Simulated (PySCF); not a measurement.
Compound: CH₅O₂Si (doublet state).
Numbering: `[CH2:1][SiH:2]([OH:3])[OH:4]` (hydrogens: H5, H6 on C1; H7 on Si2; H8 on O3; H9 on O4)

Geometry (GFN2-xTB, Å), atoms numbered from 1 in this order:
```xyz
9
CH5O2Si angstrom
C      1.486    0.050   -0.123
Si    -0.305   -0.155    0.306
O     -1.218    1.097   -0.227
O     -0.916   -1.473   -0.419
H      2.011    0.983   -0.018
H      2.120   -0.795   -0.318
H     -0.502   -0.320    1.750
H     -1.005    1.986    0.033
H     -1.657   -1.367   -1.009
```

The hyperfine couplings belong to this conformer and change with its torsions.

Level of theory: PySCF 2.14.0, UKS B3LYP, pcH-1 on C H O Si, non-relativistic, mean-field spin-orbit, GIAO. The structure is a single GFN2-xTB conformer in the gas phase; no vibrational or solvent corrections. GFN2-xTB frequencies show an imaginary mode (50i cm⁻¹), so this geometry is no minimum at that level. A GFN2-xTB geometry isn't a minimum of the functional, and hyperfine couplings can be far from their values at a DFT geometry. No stability test was run, so a lower SCF solution isn't excluded.

Computed for the main isotopes (class means, splittings of 0.05 mT or more): g = 2.0025; H5/H6 1H -57.5 MHz (2.05 mT); H7 1H +45.5 MHz (1.62 mT); 6 first-order lines, 5.73 mT wide.

What changes when 1H at H5/H6 is replaced by 2H at both sites?

At a fixed geometry a is proportional to g_N: 0.85744/5.58569 = 0.1535, so a goes from -57.5 to -8.8 MHz (0.315 mT). The spin goes from 1/2 to 1, so the 1:2:1 triplet becomes a 1:2:3:2:1 quintet. The spectrum then has 10 first-order lines over 2.88 mT.

Lines, offset from centre (mT) (relative intensity): -1.44 (1), -1.13 (2), -0.81 (3), -0.50 (2), -0.18 (1), +0.18 (1), +0.50 (2), +0.81 (3), +1.13 (2), +1.44 (1)

Where do the 13C satellites of C1 appear, and how strong are they?

a = +88.0 MHz, or 3.14 mT in magnitude, and I = 1/2, so to first order each main line has two satellites, at ±1.57 mT. The isotope's abundance is about 1.07 %, shared among 2 lines, so each has 0.54 % of the main line's intensity.

Give position and intensity of the satellites from 29Si at Si2.

a = +45.5 MHz, or 1.62 mT in magnitude, and I = 1/2, so to first order each main line has two satellites, at ±0.81 mT. The isotope's abundance is about 4.7 %, shared among 2 lines, so each has 2.5 % of the main line's intensity.

Class means assume fast exchange of nuclei equivalent by connectivity; if that motion is slow, each nucleus keeps its own coupling.
